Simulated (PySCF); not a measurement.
## Gas-phase XPS of `FB[AsH2]`, computed

AsBFH₃.
Cartesian coordinates in Å at the PBE0-D3(BJ)/def2-SVP level; atoms count from 1:
```xyz
6
AsBFH3 angstrom
F      1.5924    0.9935    0.1941
B      0.8825   -0.0987   -0.0122
As    -1.0206    0.0421   -0.6948
H      1.4398   -1.1659    0.1229
H     -1.4089    1.2286    0.1719
H     -1.5504   -1.0164    0.2571
```

Method used: delta-SCF UKS SCAN, pcX-2 on the ionised atom, pcseg-1 elsewhere, spin-free X2C (PySCF). Each binding energy is the total energy of the core-ionised species, with the hole localised on one atom, minus that of the ground state; both are solved self-consistently, so orbital relaxation is included.

Q: List the computed XPS lines with their assignment.

A: 
```tsv
atom(s)	environment	level	binding energy (eV)	count
F1	boron-bound fluorine	F 1s	693.38	1
B2	three-coordinate boron	B 1s	197.93	1
```

Q: Which effective nuclear charge Zeff reproduces each element's mean 1s value in the hydrogen-like formula E = 13.606 eV × Zeff²?

A: B (Z = 5): mean 197.9 eV, Zeff = 3.81, Z − Zeff = 1.19; F (Z = 9): mean 693.4 eV, Zeff = 7.14, Z − Zeff = 1.86. Means run over the listed sites, weighted by atom count.

The unrestricted hole states depart most from a pure doublet (⟨S²⟩ = 0.75; over 0.85 named) for B 1s of B2 (0.93), which makes this value less certain. No level of arsenic is listed. One conformer (not necessarily the lowest) at the PBE0-D3(BJ)/def2-SVP geometry, without solvent, vibrations or thermal averaging.
